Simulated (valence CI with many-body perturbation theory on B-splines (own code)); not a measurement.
Results of a calculation; reference values are marked as such.
**In43+: what each term of the Hamiltonian does**

Method: valence CI with perturbative core correlation (CI+MBPT): four valence electrons over a frozen Dirac-Fock core [He], radial functions for each j: 11 s, 11 p, 9 d, 7 f, 5 g, 2 h, 1 i, with the one-electron correlation potential Σ1 (screened to all orders), the two-electron term Σ2, the three-electron term Σ3, Breit, model QED; selected single and double excitations, second order for the rest (own B-spline code, finite nucleus).

No measured spectrum was set against this ion. As an estimate, large intervals hold to a few tenths of a per cent, small ones and those within an open d or f shell to about a per cent. Among the levels kept, up to 260 cm⁻¹ of a level comes from second order outside the variational space, and about a tenth of that is noise between levels of different J, which matters for small intervals.

Each rung adds one term. CI alone is the Dirac-Coulomb CI over the frozen core; QED comes last and gives the full result, which names the levels. Energies are above (2s^2 2p1/2^2) J=0 on the same rung, in Ry.

Levels are named by their leading jj configuration (3d3/2^4 stands for four electrons in 3d with j = 3/2), which in mixed levels can hold well under half, so a name can repeat and another be missing. Letters in brackets count levels of one name in rising energy.

```tsv
Level	CI alone	Σ1	Σ2	Σ3	Breit	QED	Full
(2s^2 2p1/2 2p3/2) J=1	15.91	+0.006	-0.004	+0.001	-0.310	+0.034	15.64
(2s^2 2p1/2 2p3/2) J=2	17.14	+0.006	-0.002	-0.001	-0.477	+0.034	16.70
(2s 2p1/2^2 2p3/2) J=2	27.86	-0.012	-0.012	-0.001	-0.116	-0.276	27.45
(2s 2p1/2^2 2p3/2) J=1	31.86	-0.012	-0.020	-0.006	-0.046	-0.278	31.50
(2s^2 2p3/2^2) J=2	33.75	+0.011	-0.002	-0.001	-0.700	+0.062	33.12
(2s^2 2p3/2^2) J=0	36.19	+0.011	+0.005	-0.004	-0.527	+0.059	35.73
(2s 2p1/2 2p3/2^2) J=2 [a]	42.88	-0.006	-0.011	-0.001	-0.353	-0.246	42.26
(2s 2p1/2 2p3/2^2) J=3	45.42	-0.006	-0.012	-0.003	-0.603	-0.246	44.55
(2s 2p1/2 2p3/2^2) J=0	47.42	-0.006	-0.007	-0.004	-0.240	-0.246	46.92
(2s 2p1/2 2p3/2^2) J=1 [a]	48.46	-0.006	-0.023	-0.007	-0.340	-0.247	47.84
(2s 2p1/2 2p3/2^2) J=2 [b]	49.37	-0.006	-0.024	-0.008	-0.501	-0.247	48.58
(2s 2p1/2 2p3/2^2) J=1 [b]	49.49	-0.006	-0.021	-0.008	-0.322	-0.248	48.89
(2p1/2^2 2p3/2^2) J=2	62.23	-0.023	-0.041	-0.010	-0.115	-0.554	61.49
(2s 2p3/2^3) J=2	63.63	-0.001	-0.013	-0.005	-0.669	-0.214	62.73
(2p1/2^2 2p3/2^2) J=0	64.92	-0.023	-0.037	-0.011	+0.064	-0.552	64.36
(2s 2p3/2^3) J=1	67.32	-0.001	-0.025	-0.009	-0.633	-0.216	66.43
(2p1/2 2p3/2^3) J=1	78.64	-0.018	-0.039	-0.010	-0.316	-0.526	77.73
(2p1/2 2p3/2^3) J=2	79.93	-0.018	-0.036	-0.010	-0.474	-0.526	78.86
(2p3/2^4) J=0	97.71	-0.012	-0.033	-0.010	-0.580	-0.493	96.58
(2s^2 2p1/2 3s) J=0	297.79	+0.026	-0.001	-0.007	-0.598	+0.100	297.31
(2s^2 2p1/2 3s) J=1	298.00	+0.026	-0.003	-0.007	-0.622	+0.101	297.50
(2s^2 2p1/2 3p1/2) J=1	301.47	+0.023	-0.003	-0.007	-0.533	+0.011	300.97
(2s^2 2p1/2 3p1/2) J=0	303.31	+0.023	-0.005	-0.007	-0.488	+0.009	302.85
(2s^2 2p1/2 3p3/2) J=1	306.69	+0.021	-0.004	-0.007	-0.539	-0.020	306.14
(2s^2 2p1/2 3p3/2) J=2	307.25	+0.024	-0.005	-0.007	-0.637	+0.020	306.64
(2s 2p1/2^2 3s) J=1	308.91	+0.012	-0.009	-0.007	-0.338	-0.171	308.40
(2s 2p1/2^2 3s) J=0	310.03	+0.009	-0.007	-0.007	-0.256	-0.212	309.56
(2s^2 2p1/2 3d3/2) J=2	310.32	+0.027	-0.003	-0.006	-0.650	+0.013	309.70
(2s^2 2p1/2 3d3/2) J=1	311.43	+0.023	-0.005	-0.007	-0.625	-0.028	310.79
(2s^2 2p1/2 3d5/2) J=2	312.38	+0.027	-0.004	-0.006	-0.693	+0.016	311.72
(2s 2p1/2^2 3p1/2) J=0	312.31	+0.005	-0.009	-0.007	-0.154	-0.301	311.85
```

The middle columns are the shifts that each term adds.

How does the ionisation energy move along the ladder, and which term matters most?

CI alone 7217.6, + Σ1 7218.0, + Σ2 7218.0, + Σ3 7217.9, + Breit 7208.3, + QED 7208.5 eV. The largest step is Breit, -9.6 eV. NIST lists 7196 ± 8 eV (semi-empirical).
